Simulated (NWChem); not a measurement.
System: ZnHBr; SMILES [Br][ZnH]

All runs: NWChem. All runs use the structure optimised with PBE0/def2-SVP.

Diagonal of the polarisability tensor at CAM-B3LYP/def2-SVPD, static: 39.15, 39.15, 62.91 bohr³.

**Question.** Find the mean polarisability volume, the molar refraction, and the refractive index that an ideal gas of it would have at 273.15 K and 1 atm.

**Answer.** 
1. Mean: one third of the trace = 47.07 bohr³ × 0.14818 Å³/bohr³ = 6.97 Å³.
2. Molar refraction (Lorentz-Lorenz): (4π/3) N_A α = 17.6 cm³/mol.
3. Number density p/kT = 2.687 × 10⁻⁵ Å⁻³; n − 1 = 2π N α = 11.77 × 10⁻⁴.
4. These hold the electronic response alone: vibrational and orientational terms add to the static dielectric constant.
